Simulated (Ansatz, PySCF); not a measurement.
Reaction R1 + 0.5 R2 → P1, each structure at its B3LYP-D3(BJ)/def2-TZVP stationary point, reached from a drawn start (curvature not checked).
R1: SO2 (SMILES O=S=O), charge 0, multiplicity 1.
P1, O3S (SMILES O=S(=O)=O) (charge 0, multiplicity 1):
```xyz
4

O     -0.71552    -1.23401    -0.02372
S     -0.00003     0.00000     0.00000
O     -0.71066     1.23696    -0.01391
O      1.42610    -0.00296     0.03763
```
R2: O2 (SMILES O=O), charge 0, multiplicity 3.

P less R. No zero-point or thermal terms; singlets are restricted closed shells; open shells are unrestricted; no spin–orbit coupling.

Cores are frozen in the correlated methods. CBS: X⁻³ extrapolation of the correlation energy, Hartree–Fock from the larger set.

Codes used: Ansatz (an electronic-structure program); PySCF for the D3/D4 terms. All values are computed, each at the level named.

```tsv
level	reaction energy (kcal/mol)
BLYP-D3(BJ)/def2-TZVPP	-18.91
CAM-B3LYP-D3(BJ)/def2-TZVPP	-22.37
CAM-B3LYP-D4/def2-TZVPP	-22.49
B2PLYP/def2-TZVPP	-22.27
MP2/cc-pV(T+d)Z	-27.90
SCS-MP2/cc-pV(D+d)Z	-17.28
SCS-MP2/cc-pV(Q+d)Z	-30.05
CCSD/cc-pV(D+d)Z	(withheld)
CCSD(T)/CBS(cc-pV(T+d)Z, cc-pV(Q+d)Z)	(withheld)
```

Question: Fill in the missing entries.

Answer: 
- CCSD/cc-pV(D+d)Z, reaction energy (kcal/mol): -11.96
- CCSD(T)/CBS(cc-pV(T+d)Z, cc-pV(Q+d)Z), reaction energy (kcal/mol): -26.24
